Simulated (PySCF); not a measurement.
Numbering as in the mapped SMILES `[CH2:1]=[CH:2][N:3]([SiH3:4])[SiH2:5][O:6][CH:7]([CH3:8])[CH3:9]`. Each H is labelled by its parent atom. Ha(C1) is cis to N3; Hb(C1) is trans to N3.

- geometry: GFN2-xTB
- σ from GIAO-PBE0/pcSseg-1
- code: PySCF
- rapidly exchanging positions averaged, no solvent model, non-relativistic, a single conformation

Task: Predict the 2D correlation tables (HSQC, COSY, HMBC).

Result: 

HSQC (one-bond C–H):
```
                δH            δC
      6.28 (H(C2))    142.6 (C2)
      4.43 (H(C7))     69.4 (C7)
     4.42 (Ha(C1))     94.0 (C1)
     4.42 (Hb(C1))     94.0 (C1)
1.33 (H(C8)/H(C9))  27.4 (C8/C9)
```

COSY cross peaks (H two or three bonds apart, from the bond graph; peaks can be absent where the dihedral angle is near 90°):
```
           δH                  δH
 6.28 (H(C2))       4.42 (Ha(C1))
 6.28 (H(C2))       4.42 (Hb(C1))
 4.43 (H(C7))  1.33 (H(C8)/H(C9))
4.42 (Ha(C1))       4.42 (Hb(C1))
```

HMBC (two and three bonds, from the bond graph):
```
                δH                       δC
      6.28 (H(C2))                94.0 (C1)
     5.17 (H(Si5))    142.6 (C2), 69.4 (C7)
     4.68 (H(Si4))               142.6 (C2)
      4.43 (H(C7))             27.4 (C8/C9)
     4.42 (Ha(C1))               142.6 (C2)
     4.42 (Hb(C1))               142.6 (C2)
1.33 (H(C8)/H(C9))  69.4 (C7), 27.4 (C8/C9)
```

Scale: TMS for 1H (σ = 31.72 ppm) and 13C (σ = 186.93 ppm) (reference shieldings calculated alike).

Short H···H contacts in this conformer between protons four or more bonds apart (candidates for NOE cross peaks, intensity ∝ r⁻⁶): Ha(C1)···H(Si4) 2.56 Å, H(C2)···H(Si5) 2.63 Å.

Shifts are as computed. Against solution values, carbons near 30 ppm lie about +3 ppm off and those near 130 ppm about +5 ppm. Of 1211 compounds with measured shifts, 218 miss one by over three times the rms of a fit or turn the order of signals round; such compounds aren't used in these exercises.
